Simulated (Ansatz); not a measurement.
Isomers of Hg₂Cl₄⁺ (doublet), relaxed with PBE0-D4/def2-SVP; total energies from Ansatz at r2SCAN0-D4/def2-TZVP.

| isomer | description | energy (Eh) |
| --- | --- | --- |
| A | point group C2h; 4 × Cl–Hg 2.30 to 2.32 Å | -2147.47583 |
| B | point group C2; 4 × Cl–Hg 2.25 to 2.38 Å | -2147.49086 |
| C | point group Cs; 3 × Cl–Hg 2.27 to 2.72 Å; 1 × Cl–Cl 2.04 Å | -2147.45836 |
| D | point group not assigned; 5 × Cl–Hg 2.25 to 2.65 Å | -2147.47332 |

In the def2 sets Hg takes a core potential; there is no spin–orbit coupling.

The isomers come from a short search, and lower ones may exist.

Q: Work out the relative energies (1 Eh = 2625.5 kJ/mol) and the Boltzmann populations at 500 K from electronic energies alone (R = 8.314 J/mol/K).

A: ΔE: A 39.5, B 0.0, C 85.3, D 46.1 kJ/mol. RT = 4.16 kJ/mol. Factors exp(−ΔE/RT): A 7.52e-05, B 1, C 1.24e-09, D 1.54e-05; sum 1.000. Populations: A 0.0 %, B 100.0 %, C 0.0 %, D 0.0 %. Zero-point energy, vibrational entropy and symmetry numbers are left out and can shift these; an error of 4 kJ/mol changes a ratio by a factor of 2.6. Over the other density-functional and correlated levels in def2 sets, the gap between B and A ranges from 7 to 87 kJ/mol.
